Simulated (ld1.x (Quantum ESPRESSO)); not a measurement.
Ge (Z = 32): one change to a TM potential, before and after

ld1.x (Quantum ESPRESSO) 7.5 input, shortened:

```
&input
   title='Ge', zed=32., rel=1, dft='PBE', iswitch=3,
   config='[Ar] 3d10 4s2 4p2 4d-2'
 /
 &inputp
   pseudotype=2, tm=.true., lloc=-2, rcloc=1.45,
   nlcc=.true.
 /
3
4S  1  0   2.00   0.00  1.70  1.70  0.0
4P  2  1   2.00   0.00  2.25  2.25  0.0
4D  3  2  -2.00   0.05  2.20  2.20  0.0
 &test
   configts(1)='4s2 4p2'
 /
```

Change: all radii but the core radius scaled by about 1.16 (s 1.98, p 2.62, d 2.56 bohr); local potential all-electron potential smoothed inside 1.68 bohr (lloc = -2).

Cutoffs: the cutoffs (Ry, on a coarse ladder) from which the occupation-weighted sum of valence levels, in a spherical-Bessel basis at the reference potential, stays within 10 and 1 mRy of its value at 400 Ry; they do not see the model core or the augmentation charge, which bear on the density cutoff. Errors are all-electron minus pseudo energies relative to the spin-unpolarised reference configuration.

Task: Predict the effect on cutoff, ghosts and configuration errors.

Result: The potential gets softer (18 Ry and 40 Ry → 15 Ry and 35 Ry); of the 7 tests that both files solve, the error grows in 1 and shrinks in 0 by more than 15 % and 0.3 meV (median size 21.0 → 20.0 meV); neither file shows a bound ghost. A larger radius leaves more room for a smooth pseudo-wave, so fewer plane waves are needed.

| quantity | base | changed |
| --- | --- | --- |
| cutoff, loose | 18 Ry | 15 Ry |
| cutoff, tight | 40 Ry | 35 Ry |
| loose cutoff by channel (10 mRy a level) | s 15 Ry, p 6 Ry | s 12 Ry, p 6 Ry |
| bound ghosts | none | none |
| error for 4s2 4p1, meV [ΔE 7.44 eV] | -4.5 | -5.1 |
| error for 4s2 4p0, meV [ΔE 22.88 eV] | -42 | -50 |
| error for 4s1 4p0, meV [ΔE 57.67 eV] | -243 | -274 |
| error for 4s2 4p2.3, meV [ΔE -0.88 eV] | 0.0 | 0.0 |
| error for 4s0 4p4, meV [ΔE 16.20 eV] | -34 | -30 |
| error for 4s1 4p3, meV [ΔE 7.97 eV] | -9.1 | -8.1 |
| error for 4s1 4p2, meV [ΔE 16.16 eV] | -21 | -20 |
